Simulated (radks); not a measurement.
Problem. The table gives one normalised radial function P(r) = r R(r) of Tm2+ in [Xe] 4f13 (r in bohr). Calculated with a radial shooting solver on a logarithmic mesh with Libxc functionals: scalar-relativistic Kohn-Sham, r2SCAN, spin-polarised, spherical densities, finite nucleus; open shells are filled with parallel spins first (spin-orbit coupling, left out, can overturn this in heavy ions); meta-GGA in the generalised Kohn-Sham scheme; Fermi nuclear charge, rms radius 5.2256 fm.

| r | P |
|---|---|
| 0.001555 | 0.0000 |
| 0.002108 | 0.0000 |
| 0.002857 | 0.0000 |
| 0.003872 | 0.0000 |
| 0.005247 | 0.0000 |
| 0.007111 | 0.0000 |
| 0.009715 | 0.0000 |
| 0.01317 | 0.0001 |
| 0.01784 | 0.0004 |
| 0.02418 | 0.0012 |
| 0.03278 | 0.0035 |
| 0.04442 | 0.0098 |
| 0.0602 | 0.0258 |
| 0.08159 | 0.0634 |
| 0.1106 | 0.1431 |
| 0.1499 | 0.2908 |
| 0.2031 | 0.5199 |
| 0.2752 | 0.8005 |
| 0.373 | 1.0441 |
| 0.5056 | 1.1359 |
| 0.6852 | 1.0305 |
| 0.9286 | 0.8004 |
| 1.269 | 0.5405 |
| 1.719 | 0.3275 |
| 2.33 | 0.1743 |
| 3.158 | 0.0786 |
| 4.28 | 0.0275 |
| 5.8 | 0.0066 |
| 7.861 | 0.0009 |
| 10.65 | 0.0001 |

Which n and l does it have? It may be an empty orbital.

Solution. n = 4, l = 3: the number of nodes gives n - l - 1 = 0, the rise at small r (about r^(l+1), flatter next to the nucleus through relativity) gives l, and the extent must fit the shell. The curve is that of 4f down; the table hardly tells the two spins apart. 4f down: eigenvalue -16.736 eV, 0 radial nodes, <r> = 0.802 bohr, 90 % of the charge inside 1.41 bohr.
